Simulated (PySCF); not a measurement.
## Adding and removing an electron: TlP

UHF; basis Tl def2-SVPD with ECP60, P def2-SVPD; scalar-relativistic core potentials; PySCF 2.14. Neutral (UHF): triplet (π ↑↑), Re = 2.769 Å, ωe = 229 cm⁻¹, De = 0.69 eV, HOMO -6.72 eV, LUMO 0.20 eV.

TlP⁺ (UHF): quartet (σ ↑, π ↑↑), Re = 3.642 Å, ωe = 58.8 cm⁻¹. The energies at the minima are -512.13698 hartree for TlP and -511.93374 for TlP⁺.

**Question.** Work out the adiabatic ionisation energy, without and with harmonic zero-point energies (1 hartree = 27.2114 eV, 1 eV = 8065.5 cm⁻¹), and the change of the bond length.

**Answer.** At UHF: 0.20324 hartree = 5.530 eV between the minima; the zero-point term (58.8 − 229.0)/2 cm⁻¹ = -0.011 eV makes it 5.520 eV. Re changes by +87.3 pm against the neutral. The electron leaves a σ orbital, and the ion is left as a loose complex of an ion and an atom.

These are scalar-relativistic numbers at best; spin–orbit coupling would shift them, the dissociation energy most. Hartree–Fock leaves out correlation, which carries a large part of most bond energies and some tenths to 1 eV of ionisation energies. States were picked by a PBE0 search and need not be the measured ground states.
